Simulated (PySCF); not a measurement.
## Tc(32+): ionisation energy

Tc(32+) [Ne] 3s1 (2S) → Tc(33+) [Ne] (1S), as a difference of total energies. Computed with PySCF 2.14 in an uncontracted even-tempered set (18 s from 4.7 bohr⁻², ratio 2.5; 11 p from 6.1 bohr⁻², ratio 2.5; 4 d from 23 bohr⁻², ratio 2.7; 4 f from 34 bohr⁻², ratio 2.7), with scalar relativity by spin-free X2C-1e. Correlated levels: outer shells: 1s2 frozen; virtual orbitals above 40 to 60 times the deepest correlated orbital energy dropped. The calculations carry no spin-orbit coupling.

| method | ionisation energy (eV) |
| --- | --- |
| UHF | 1899.5 |
| MP2 (outer shells) | 1900.1 |
| SCS-MP2 (outer shells) | 1900.0 |
| CCSD (outer shells) | 1900.1 |
| CCSD(T) (outer shells) | 1900.2 |

Breit and QED terms and the two-electron picture change are absent.

For comparison: 1900.28 ± 0.06 eV (semi-empirical (NIST evaluation); NIST Atomic Spectra Database, ionization energies).
